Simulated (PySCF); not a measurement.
AsHF: bending curve

Method: PySCF, UPBE0, basis As def2-TZVP, H def2-TZVP, F def2-TZVP (no relativity, density fitting).

Rigid scan from the doublet minimum (As–F 1.747 Å, As–H 1.536 Å; F–As–H 94.2°). Coordinate: the H–As–F angle, bonds fixed. Energies in kJ/mol from the minimum.

Question: Predict the curve at 80, 90, 100, 110, 120, 130, 140, 150, 160, 170, 180.

Answer: 
```
bond angle (°)  E (kJ/mol)  dipole size (D)  ⟨S²⟩
            80        18.4             1.85  0.75
            90         1.5             1.81  0.75
           100         2.8             1.76  0.75
           110        19.2             1.73  0.75
           120        48.9             1.71  0.76
           130        90.4             1.72  0.76
           140       142.8             1.74  0.76
           150       204.5             1.75  0.76
           160       271.6             1.71  0.99
           170       318.6             1.65  1.49
           180       343.4             1.80  1.76
```

With the bonds held, the linear shape lies 343.4 kJ/mol from the minimum.

Spin contamination is strong at 160, 170, 180, so these points are less reliable.

Other isomers or separated fragments may lie lower.
